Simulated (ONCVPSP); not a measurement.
## What one change does to a pseudopotential (Eu (Z = 63), ONCV)

- Element: europium
- Generator: ONCVPSP 4.0.1
- Type: optimised norm-conserving Vanderbilt (ONCV)
- Functional: PBE
- Relativity: fully relativistic
- Frozen core: [Kr] 4d10 4f6
- Valence charge: 11
- Reference configuration: 5s2 5p6 5d1 6s2
- Partial waves: 5s+6s: rc 2.45 bohr, ncon 3, nbas 6, qcut 5.6 1/bohr, 3 projectors, debl 2.5 Ha; 5p: rc 2.45 bohr, ncon 4, nbas 9, qcut 7.1 1/bohr, 2 projectors, debl 0.4 Ha; 5d: rc 3.10 bohr, ncon 4, nbas 9, qcut 4 1/bohr, 1 projector
- Local potential: polynomial inside 2.15 bohr (lpopt 3, dvloc0 1 Ha)
- Core correction: polynomial model core, fcfact 0.2

Open shells are filled in proportion to 2j + 1.

In the p channel the program set the typed energies aside and used -0.934, 0.250 Ha (j = l + 1/2; the other j can differ).

All-electron outer shells of the reference configuration (PBE, scalar-relativistic, ld1.x):

| shell | level (eV) | outermost node (bohr) | outermost maximum (bohr) |
| --- | --- | --- | --- |
| 5s | -48.22 | 0.67 | 1.21 |
| 5p | -26.63 | 0.72 | 1.38 |
| 4f | -8.36 | – | 0.59 |
| 6s | -4.06 | 1.63 | 3.43 |
| 5d | -2.64 | 0.81 | 1.98 |

Change: p: nbas 7.

Cutoffs: the cutoffs (Ha) at which the residual kinetic energy of the hardest occupied pseudo-wave falls to 1 and 0.1 mHa per electron; they do not see the model core or the augmentation charge, which bear on the density cutoff. Errors are all-electron minus pseudo energies relative to the spin-unpolarised reference configuration.

**Question.** Predict the effect on cutoff, ghosts and configuration errors.

**Answer.** The potential gets harder (11 Ha and 15 Ha → 12 Ha and 16 Ha); the errors of the 3 common tests hardly move; neither file shows a bound ghost.

```csv
quantity,base,changed
"cutoff, loose",11 Ha,12 Ha
"cutoff, tight",15 Ha,16 Ha
loose cutoff by channel,"s 9.4 Ha, p 11 Ha, d 6.3 Ha","s 9.4 Ha, p 12 Ha, d 6.3 Ha"
bound ghosts,none,none
GHOST(+) flags under 300 eV,none,none
"tests counted as reliable (solved cleanly; for ONCVPSP, near-neutral configurations with less than one 5d electron left out)",3 of 4,3 of 4
"error for 5s2 5p6 5d1 6s1, meV [ΔE 6.55 eV]",-3.1,-3.1
"error for 5s2 5p6 5d1 6s0, meV [ΔE 18.48 eV]",-24,-24
"error for 5s1 5p6 5d1 6s2, meV [ΔE 53.68 eV]",-517,-522
s: phases at 2.49 bohr within 0.05 rad from the reference energy up to (Ha; the scan ends near 5),4.8,4.8
p3/2: phases at 2.49 bohr within 0.05 rad from the reference energy up to (Ha; the scan ends near 5),to the end of the scan,to the end of the scan
p1/2: phases at 2.49 bohr within 0.05 rad from the reference energy up to (Ha; the scan ends near 5),5.0,to the end of the scan
d5/2: phases at 3.15 bohr within 0.05 rad from the reference energy up to (Ha; the scan ends near 5),0.7,0.7
d3/2: phases at 3.15 bohr within 0.05 rad from the reference energy up to (Ha; the scan ends near 5),0.7,0.7
"rms error of d²Exc/dni dnj with the model core, mHa",2.60,2.56
```
